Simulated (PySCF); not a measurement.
Compound: C₈H₁₄FN.
SMILES with atom numbers: `[CH3:1][CH:2]([CH3:3])[C@@H:4]1[N:5]=[CH:6][C@H:7]([CH3:8])[C@H:9]1[F:10]`

Definitions: NICS(0) = −σiso at the ring centroid; NICS(1) = −σiso and NICS(1)zz = −σzz at ±1 Å along the ring normal z. Level: GIAO PBE0/pcSseg-1 (PySCF, non-relativistic, gas phase) on the GFN2-xTB geometry, one conformer.

Ring bond lengths (Å), with Mayer bond orders in brackets: C4–N5 1.445 (1.00), N5–C6 1.256 (1.94), C6–C7 1.506 (0.98), C7–C9 1.537 (0.98), C9–C4 1.552 (0.96).

**Question.** What do the NICS probes read (ppm)?

**Answer.** 
| ring | type | NICS(0) | NICS(1), two faces | NICS(1)zz, two faces | rms pucker (Å) | centre to ring atoms, mean (Å) |
| --- | --- | --- | --- | --- | --- | --- |
| C4–N5–C6–C7–C9 | 5-membered ring with N; formal bonds 1 double, 4 single | -0.3 | -4.6 / -2.1 | -3.3 / -1.8 | 0.02 | 1.24 |

**Question.** What can be read from them?

**Answer.** 
- C4–N5–C6–C7–C9: mean NICS(1)zz -2.5 ppm, near zero. C4, C7, C9 have four or more neighbours; no verdict on aromaticity is drawn.

**Question.** List the ring angles and the Hirshfeld charges of the ring atoms.

**Answer.** 
- C4–N5–C6–C7–C9: C4 106.2° (+0.005 e), N5 110.9° (-0.145 e), C6 116.7° (+0.043 e), C7 101.1° (-0.038 e), C9 104.9° (+0.063 e); sum 539.9° against 540° for a flat convex ring.
